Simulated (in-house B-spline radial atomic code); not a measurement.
What moves the levels of Si2+ ([Ne] 3s2)? Computed with an all-electron radial atomic-structure program (B-spline basis): Dirac-Hartree-Fock, average of configuration, Fermi nucleus of rms radius 3.1224 fm.

Baseline run (computed): total energy -288.6234 hartree, 1s1/2 at -69.80287 hartree, 3s1/2 at -32.23 eV with <r> = 1.982 bohr.

Scaling the speed of light c (a factor of 100 is close to the non-relativistic limit):

```
c/c0  ΔE (hartree)  3s1/2 level (eV)  3s1/2 <r> (bohr)
0.95     -0.068198          -32.2372             1.982
0.98      -0.02602          -32.2327             1.982
1.02      0.024495          -32.2273             1.982
   2       0.47139          -32.1795             1.985
 100       0.62766          -32.1629             1.986
```

Changing the nucleus:

| nucleus | ΔE (eV) |
| --- | --- |
| Gaussian nucleus of rms radius 0.01 fm | -0.00531 |
| Fermi nucleus of rms radius 3.06 fm | -0.000209 |
| Fermi nucleus of rms radius 3.1848 fm | 0.000213 |

A larger nucleus binds the electrons less, roughly as the density at the nucleus times the change of the nuclear <r²>. A radius of 0.01 fm is nearly a point.

Task: The nuclear charge is raised by 0.1. What does the Hellmann-Feynman theorem predict for the energy, and what is found?

Result: dE/dZ ≈ -Σ<1/r>, which is -48.6411 at the start and -49.0703 at the end; their mean times 0.1 is -4.8856 hartree, and the two runs differ by -4.8856 hartree.
